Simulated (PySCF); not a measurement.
C₃F₅, SMILES FC(F)=[C]C(F)(F)F, multiplicity 2. Geometry: B3LYP-D3(BJ)/def2-SVP. The isomer is the one that the SMILES or the coordinates give; other isomers of the formula were not compared.

Computed equilibrium geometry at B3LYP-D3(BJ)/def2-SVP (PySCF confirms it by a frequency run) as a Z-matrix, and its point group:
point group Cs.
```
C
C 1 1.3164
F 2 1.3111 1 124.06
F 2 1.3156 3 110.74 1 180.00
C 1 1.4744 2 139.19 3 180.00
F 5 1.3399 1 111.74 2 -119.82
F 5 1.3399 6 107.39 1 122.87
F 5 1.3471 6 107.80 7 115.90
```
Charge 0, spin multiplicity 2.
